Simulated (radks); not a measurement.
Spherical quantum dot in the effective-mass picture: electrons in a well V = -V0 / (1 + exp((r - R)/a)) with V0 = 53.2, R = 1.32, a = 0.15, with a point charge +2 (a donor) at the centre, all in effective atomic units (hartree* = m*/eps^2 hartree, bohr* = eps/m* bohr), one dielectric constant everywhere. Calculated with a radial shooting solver with Libxc functionals: non-relativistic Kohn-Sham, LDA (Slater exchange, Perdew-Wang correlation), spin-polarised, spherical densities. Levels are named by radial order and angular momentum (1s, 1p, 1d, 2s, ...), and open shells are averaged over m.

N = 5, configuration 1s2 1p(up 3, down 0). This is the lowest configuration that the search found. Occupied and some empty levels:

| level | occupation | eigenvalue (hartree*) | <r> (bohr*) |
|---|---|---|---|
| 1s up | 1 | -47.670 | 0.5242 |
| 1s down | 1 | -47.328 | 0.5200 |
| 1p up | 3 | -43.123 | 0.7121 |
| 1p down | 0 | -42.726 | 0.7130 |
| 2s up | 0 | -38.843 | 0.6731 |
| 1d up | 0 | -38.619 | 0.8111 |
| 2s down | 0 | -38.569 | 0.6767 |
| 1d down | 0 | -38.235 | 0.8134 |
| 1f up | 0 | -33.626 | 0.8840 |
| 1f down | 0 | -33.270 | 0.8866 |

Energy (hartree*): total -240.401, kinetic 24.533, external -277.73, Hartree 17.553, exchange-correlation -4.7608.
